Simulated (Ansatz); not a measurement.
Several settings on one geometry of `c1csc(-c2ccc(-c3ccc(-c4ccc(-c5cccs5)s4)s3)s2)c1` (that of the charge 0 singlet, PBE-D4/def2-SVP). Ansatz on 2 threads of AMD EPYC 7R13 on a shared host and a share (18 GiB) of an NVIDIA H100 80GB HBM3; times are rough.

```xyz
37

C    -8.5022    1.8096   -0.2550
C    -9.0912    0.5596   -0.2045
S    -7.9087   -0.7024   -0.1310
C    -6.5850    0.4472   -0.1670
C    -5.2155   -0.0089   -0.1262
C    -4.7189   -1.3111   -0.0551
C    -3.3067   -1.3782   -0.0309
C    -2.6879   -0.1270   -0.0829
C    -1.2851    0.1959   -0.0742
C    -0.6617    1.4448   -0.1354
C     0.7496    1.3746   -0.1008
C     1.2423    0.0704   -0.0124
C     2.6052   -0.3901    0.0466
C     3.0941   -1.6971    0.1159
C     4.5054   -1.7734    0.1514
C     5.1310   -0.5264    0.1156
C     6.5463   -0.2333    0.1466
C     7.5953   -1.0767    0.5135
C     8.8722   -0.4577    0.4151
C     8.8012    0.8535   -0.0199
S     7.1677    1.3351   -0.3276
S     3.9354    0.7522    0.0456
S    -0.0832   -1.0773    0.0286
S    -3.8953    1.1428   -0.1631
C    -7.0810    1.7493   -0.2339
H    -9.0774    2.7441   -0.3055
H   -10.1581    0.3061   -0.2059
H    -5.3756   -2.1915   -0.0214
H    -2.7380   -2.3170    0.0234
H    -1.2276    2.3843   -0.2039
H     1.4088    2.2531   -0.1398
H     2.4324   -2.5745    0.1293
H     5.0677   -2.7162    0.1803
H     7.4343   -2.1047    0.8649
H     9.8179   -0.9575    0.6656
H     9.6186    1.5667   -0.1800
H    -6.4263    2.6315   -0.2661
```

Totals from different functionals, basis sets or treatments of relativity can't be compared as stabilities.

DK, ANO-RCC and x2c sets are all-electron and run with scalar relativity unless a key says otherwise. B3LYP takes the VWN-RPA correlation.

The spins typed aren't always the lowest for that charge.

(1) Give the basis size and estimate the energy, ⟨S²⟩, dipole and time of these runs.

```
run                    method  charge    state                                                                                            further keys
  1       UKS PBE0/cc-pVTZ-DK      -1  doublet  fitting: {mean_field: def2-universal-jkfit}; scf: {omitted_lower_state_checks: [starts]}; forces asked
  2       UKS B3LYP-D4/STO-3G       0  singlet                                               scf: {omitted_lower_state_checks: [starts]}; forces asked
  3  RKS revPBE0-D4/def2-SVPD       0  singlet                                               fitting: {mean_field: def2-universal-jkfit}; forces asked
  4             RHF/def2-TZVP       0  singlet                fitting: {mean_field: def2-universal-jkfit}; scf: {omitted_lower_state_checks: [starts]}
```

## Answers

(1) 
```
run  functions  energy (Eh)  ⟨S²⟩  dipole (D)  wall time
  1        938   -2764.8205  0.78           –       42 s
  2        157   -2729.0104  0.00        0.43       15 s
  3        631   -2758.6742     –        0.54       13 s
  4        877   -2752.2370     –           –        9 s
```

The highest occupied level of an anion often lies above zero with these methods, and sets without diffuse functions describe the outer electron poorly.
